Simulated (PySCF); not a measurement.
# Mayer bond orders and bond lengths

Compound: C₅H₅N₃.
Numbering: `[CH2:1]=[CH:2][c:3]1[cH:4][n:5][cH:6][n:7][n:8]1` (hydrogens: H9, H10 on C1; H11 on C2; H12 on C4; H13 on C6)

Structure used (GFN2-xTB), in Å, numbered top down from 1:
```xyz
13
C5H5N3 angstrom
C      2.3820    0.6688   -0.3882
C      1.5374   -0.0845    0.3063
C      0.1003   -0.0687    0.0870
C     -0.7777   -0.8764    0.8345
N     -2.0745   -0.8432    0.6172
C     -2.4720   -0.0077   -0.3400
N     -1.6832    0.7625   -1.0615
N     -0.4030    0.7347   -0.8512
H      2.0176    1.3318   -1.1541
H      3.4433    0.6437   -0.2118
H      1.8819   -0.7572    1.0808
H     -0.4246   -1.5479    1.6074
H     -3.5320    0.0446   -0.5440
```

Bond orders from the PBE0/pcSseg-1 density (PySCF). The structure is a single GFN2-xTB conformer in the gas phase; no vibrational or solvent corrections.

(1) Where do the orders between heavy atoms depart from those drawn in the SMILES?

(2) Set the Mayer orders of the bonds beside their lengths.

Results:

(1) The largest departure is 0.257, at C3–C4 (drawn aromatic, 1.243), counting aromatic bonds as 1.5. The bonds drawn aromatic range from 1.24 to 1.50.

(2) 
```tsv
bond	drawn as	length (Å)	Mayer order
C1–C2	double	1.328	1.935
C2–C3	single	1.454	1.033
C3–C4	aromatic	1.408	1.243
C4–N5	aromatic	1.315	1.505
N5–C6	aromatic	1.331	1.406
C6–N7	aromatic	1.318	1.472
N7–N8	aromatic	1.298	1.358
N8–C3	aromatic	1.334	1.460
C1–H9	single	1.077	0.933
C1–H10	single	1.076	0.947
C2–H11	single	1.082	0.969
C4–H12	single	1.083	0.977
C6–H13	single	1.081	0.958
```

Bonds between the same two heavy elements. C–C: lowest C2–C3 (1.033, 1.454 Å), highest C1–C2 (1.935, 1.328 Å). C–N: lowest N5–C6 (1.406, 1.331 Å), highest C4–N5 (1.505, 1.315 Å).

Q: Sum the orders of all bonds at each heavy atom with more than one neighbour and set the sums beside the valence in the SMILES.

A: C1 3.815 (drawn 4), C2 3.937 (drawn 4), C3 3.736 (drawn 4), C4 3.725 (drawn 4), N5 2.911 (drawn 3), C6 3.836 (drawn 4), N7 2.830 (drawn 3), N8 2.818 (drawn 3). Orders between atoms that aren't bonded are not in these sums.

Mayer orders depend on the basis set.
